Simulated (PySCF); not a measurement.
Se(Cl)(NMe2) (C₂H₆ClNSe), SMILES [Se](Cl)N(C)C.

Geometry optimised at B3LYP-D3(BJ)/def2-SVP. One conformer was computed; it need not be the lowest.

Level of theory: PBE/def2-TZVP (PySCF).

Gas-phase values at a fixed geometry.

Computed frontier levels, gap, dipole moment and polarisability:
```
Quantity                                                                                                        Value
---------------------------------------------------------------------------------------------  ----------------------
highest occupied level                                                                                       -5.39 eV
lowest empty level                                                                                           -2.78 eV
orbital gap                                                                                                   2.61 eV
dipole moment                                                                                                  3.17 D
quadrupole, principal values (traceless, Buckingham form, about the centre of nuclear charge)   -5.19, 0.30, 4.89 D·Å
mean static polarisability                                                                      76.1 bohr³ (11.28 Å³)
polarisability, principal values                                                               62.3, 70.0, 96.2 bohr³
```
